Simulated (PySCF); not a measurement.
System: C2H9OSi2, net charge 0, doublet state. It need not be the lowest isomer of its formula. 
Structure (B3LYP-D3(BJ)/def2-TZVP (Ansatz) minimum search):
SMILES: C[Si](C)(O)[SiH2]
```xyz
14

C      1.6620    -0.8648    -0.7564
Si     0.0418    -0.3673     0.0541
C     -1.3741    -1.2466    -0.8022
O      0.0868    -0.7277     1.6778
Si    -0.3246     1.9421    -0.0143
H      1.8165    -1.9460    -0.6820
H      2.5107    -0.3660    -0.2859
H      1.6620    -0.6035    -1.8169
H     -2.3267    -1.0190    -0.3212
H     -1.2313    -2.3305    -0.7765
H     -1.4427    -0.9449    -1.8502
H      0.4520    -1.5765     1.9405
H     -0.6798     2.4488    -1.3684
H      0.7763     2.7800     0.5316
```
Charge 0, spin multiplicity 2.

Dispersion corrections to the total energy (kcal/mol) from the dftd3 and dftd4 libraries through PySCF: D3(BJ) without and D4 with the three-body term, each with the damping fitted for the functional named.

```tsv
functional	D3(BJ)	D4
HF	…	-25.05
PW6B95	-4.60	-6.35
PBE	-7.77	-7.75
PBE0	-7.03	…
CAM-B3LYP	…	-6.83
BP86	-13.37	-10.71
HSE06	-5.77	-6.24
```

Q: Complete the blanks.

A: 
- HF, D3(BJ): -55.70
- PBE0, D4: -6.65
- CAM-B3LYP, D3(BJ): -6.78
